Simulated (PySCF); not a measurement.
How methods differ on the ionisation energy of Os(65+)

Os(65+) [Ne] 3s1 (2S) → Os(66+) [Ne] (1S), as a difference of total energies. Calculation: PySCF 2.14, in an even-tempered Gaussian basis (16 s from 19 bohr⁻², ratio 2.5; 10 p from 25 bohr⁻², ratio 2.5; 4 d from 89 bohr⁻², ratio 2.7; 4 f from 130 bohr⁻², ratio 2.7); the non-relativistic Hamiltonian (point nucleus). Correlated levels: outer shells: 1s2 frozen; virtual orbitals above 40 to 60 times the deepest correlated orbital energy dropped. The calculations carry no spin-orbit coupling.

| method | ionisation energy (eV) |
| --- | --- |
| UHF | 7009.6 |
| MP2 (outer shells) | 7010.2 |
| SCS-MP2 (outer shells) | 7010.1 |
| CCSD (outer shells) | 7010.3 |
| CCSD(T) (outer shells) | 7010.3 |

The gap to the reference is mostly relativistic.

For comparison: 7610 ± 30 eV (theoretical estimate listed by NIST; NIST Atomic Spectra Database, ionization energies).
